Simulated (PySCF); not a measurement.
A PySCF script (with the pyscf-properties extension) for the NMR shieldings of SiEt(OAc)3 (SMILES CC[Si](OC(C)=O)(OC(C)=O)OC(C)=O), on a PBE0-D3(BJ)/def2-SVP geometry:

```python
import basis_set_exchange as bse
import numpy as np
from pyscf import gto, dft
from pyscf.prop import nmr

atoms = """
Si    0.053334    0.028713    0.365162
C    -0.035767   -0.179605    2.192231
C     0.852338   -1.296388    2.736446
H    -1.098777   -0.362178    2.422932
H     0.228127    0.793416    2.636710
H     0.741236   -1.395628    3.826676
H     0.598931   -2.268188    2.286160
H     1.917003   -1.103519    2.532305
O     1.618743    0.223321   -0.247800
C     2.391699    1.250059    0.148845
C     3.699931    1.287374   -0.576386
O     2.036924    2.030098    0.993581
H     4.307890    2.121806   -0.210839
H     3.513722    1.394409   -1.655141
H     4.229316    0.334023   -0.434432
O    -0.793036    1.354714   -0.240734
C    -2.135792    1.325410   -0.291969
C    -2.700190    2.450380   -1.095359
O    -2.770427    0.454469    0.247461
H    -3.789955    2.481128   -0.990008
H    -2.429474    2.279498   -2.148656
H    -2.246376    3.402996   -0.789422
O    -0.441207   -1.418379   -0.336072
C    -0.923911   -1.580924   -1.584131
C    -1.402234   -2.980563   -1.813874
O    -0.966691   -0.689101   -2.387083
H    -1.705101   -3.106517   -2.858916
H    -2.256906   -3.175085   -1.148499
H    -0.612872   -3.697940   -1.548656
"""
names = dict.fromkeys(["Si", "C", "H", "O"], "pcSseg-1")
basis = {el: gto.basis.parse(bse.get_basis(n, elements=[el], fmt="nwchem")) for el, n in names.items()}
mol = gto.M(atom=atoms, basis=basis, charge=0, verbose=0)
mf = dft.RKS(mol, xc="PBE0")
mf.grids.level = 2
mf.grids.alignment = dft.numint.BLKSIZE   # the property module wants whole blocks of grid points
mf.conv_tol = 1e-9
mf.kernel()

calc = nmr.RKS(mf)   # GIAO
C = mf.mo_coeff
Co = C[:, mf.mo_occ > 0]
resp = mf.gen_response(singlet=True, hermi=2)
def vind(x):   # induced exchange potential for any number of trial vectors
    d = np.einsum("pi,xij,qj->xpq", C, 2 * x.reshape(-1, C.shape[1], Co.shape[1]), Co, optimize=True)
    return np.einsum("xpq,pi,qj->xij", resp(d - d.transpose(0, 2, 1)), C, Co, optimize=True).ravel()
mo1, _ = nmr.rhf.solve_mo1(calc, with_cphf=vind)
sigma = calc.kernel(mo1)
for i, s in enumerate(sigma):   # ppm
    w = np.linalg.eigvalsh((s + s.T) / 2)
    print("%2d %-2s iso %8.1f  s11 %8.1f  s22 %8.1f  s33 %8.1f" % (i, mol.atom_pure_symbol(i), w.mean(), *w))
```

Task: What are the results?

Result: 
```
 0 Si iso    382.8  s11    341.3  s22    357.8  s33    449.3
 1 C  iso    176.7  s11    172.9  s22    173.8  s33    183.5
 2 C  iso    178.0  s11    173.1  s22    174.0  s33    186.8
 3 H  iso     30.1  s11     25.1  s22     29.3  s33     35.9
 4 H  iso     30.0  s11     25.8  s22     28.4  s33     35.9
 5 H  iso     30.1  s11     24.9  s22     27.1  s33     38.3
 6 H  iso     30.3  s11     25.1  s22     29.5  s33     36.2
 7 H  iso     30.4  s11     25.2  s22     29.9  s33     36.2
 8 O  iso    105.2  s11    -27.1  s22    139.9  s33    202.7
 9 C  iso      8.4  s11    -97.3  s22     50.4  s33     72.1
10 C  iso    161.6  s11    139.9  s22    152.4  s33    192.6
11 O  iso   -140.0  s11   -400.8  s22   -251.4  s33    232.3
12 H  iso     29.5  s11     25.3  s22     27.7  s33     35.6
13 H  iso     29.0  s11     25.1  s22     28.4  s33     33.4
14 H  iso     29.1  s11     25.2  s22     28.5  s33     33.5
15 O  iso     97.3  s11    -28.6  s22    132.8  s33    187.7
16 C  iso      6.6  s11    -99.4  s22     46.7  s33     72.5
17 C  iso    161.6  s11    140.8  s22    151.6  s33    192.4
18 O  iso   -130.1  s11   -377.0  s22   -246.6  s33    233.1
19 H  iso     29.6  s11     25.4  s22     27.7  s33     35.7
20 H  iso     28.9  s11     25.1  s22     28.5  s33     33.0
21 H  iso     29.2  s11     25.0  s22     28.7  s33     33.8
22 O  iso    115.4  s11    -30.5  s22    166.3  s33    210.5
23 C  iso     10.6  s11    -98.4  s22     60.0  s33     70.3
24 C  iso    161.2  s11    138.7  s22    152.4  s33    192.4
25 O  iso   -136.1  s11   -407.6  s22   -244.0  s33    243.4
26 H  iso     29.6  s11     25.3  s22     27.8  s33     35.7
27 H  iso     29.0  s11     25.3  s22     28.4  s33     33.2
28 H  iso     29.2  s11     25.2  s22     28.7  s33     33.7
```

These numbers come from an equivalent density-fitted implementation of the same equations, which agrees with the script to about 0.01 ppm for H and up to a few tenths of a ppm for heavy atoms, so last digits may differ.

Task: Turn these shieldings into chemical shifts. Scale: 29Si (σ = 351.99 ppm), 13C (σ = 184.41 ppm), 1H (σ = 31.27 ppm) against TMS; H2O for 17O (σ = 334.56 ppm) (reference shieldings calculated alike).

Result: Averaging equivalent atoms: Si 0: -30.8; C 9/16/23: 175.9; C 10/17/24: 22.9; C 1: 7.7; C 2: 6.4; H 12/13/14/19/20/21/26/27/28: 2.05; H 3/4: 1.21; H 5/6/7: 1.00; O 11/18/25: 470.0; O 8/15/22: 228.6 ppm. Unscaled 17O shifts of doubly bonded oxygen tend to come out too high, by tens of ppm or more. Experimental scales use liquid or dissolved standards, which lie at an offset from isolated H2O (liquid H2O: subtract about 36 ppm).

Size and cost of the density-fitted run: 332 basis functions; peak memory 2.6 GiB.
